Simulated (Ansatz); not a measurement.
(BN)n: PBE0-D4/def2-TZVP single points in Ansatz on relaxed structures, gas phase. Each cluster is the lowest isomer that a short search found in that spin, judged at the geometry's level, and lower ones may exist. Binding counts from free atoms in the multiplicity of their measured ground term, without zero-point energy. A dash marks a value that wasn't run or was left out as unsound. The structures are stationary points that may keep the symmetry of their start. Remarks come from the PBE and PBE0 runs and from stability tests at other levels; not every state was tested. HOMO above LUMO (over both spins in singlets and doublets, within one spin in higher multiplets; at PBE or PBE0), or a gap under 0.15 eV within one spin, warns that the state may not be the lowest or that an electron is smeared out.

(1) Estimate the order by binding per atom (eV), lowest first.
A. B7N7 (singlet)
B. B3N3 (singlet)

(1) B (5.29), A (5.91).

In full:

| species | atoms | state | geometry | HOMO (eV) | LUMO (eV) | gap (eV) | vertical IE (eV) | vertical triplet (eV) | binding per atom (eV) | point group (within 0.1 Å) | remarks |
| --- | --- | --- | --- | --- | --- | --- | --- | --- | --- | --- | --- |
| B3N3 | 6 | singlet | PBE0-D4/def2-SVP | -8.94 | -3.07 | 5.86 | 11.16 | 3.75 | 5.29 | D3h | gap within one spin near zero at PBE or PBE0 (+1 doublet), HOMO above LUMO (+1 doublet), gap within one spin near zero at PBE or PBE0 (triplet), HOMO above LUMO (triplet) |
| B7N7 | 14 | singlet | PBE-D4/def2-SVP | -8.11 | -1.00 | 7.11 | 9.67 | 5.51 | 5.91 | D7h | gap within one spin near zero at PBE or PBE0 (+1 doublet), HOMO above LUMO (+1 doublet), gap within one spin near zero at PBE or PBE0 (triplet), HOMO above LUMO (triplet) |
| B9N9 | 18 | singlet | r2SCAN-D4/def2-SVP | -7.94 | -1.22 | 6.73 | – | – | 5.95 | – | gap within one spin near zero at PBE or PBE0 (+1 doublet), HOMO above LUMO (+1 doublet), gap within one spin near zero at PBE or PBE0 (triplet), HOMO above LUMO (triplet) |

The gap (eV) runs from 5.86 (B3N3) to 7.11 (B7N7). The binding per atom (eV) runs from 5.29 (B3N3) to 5.95 (B9N9).
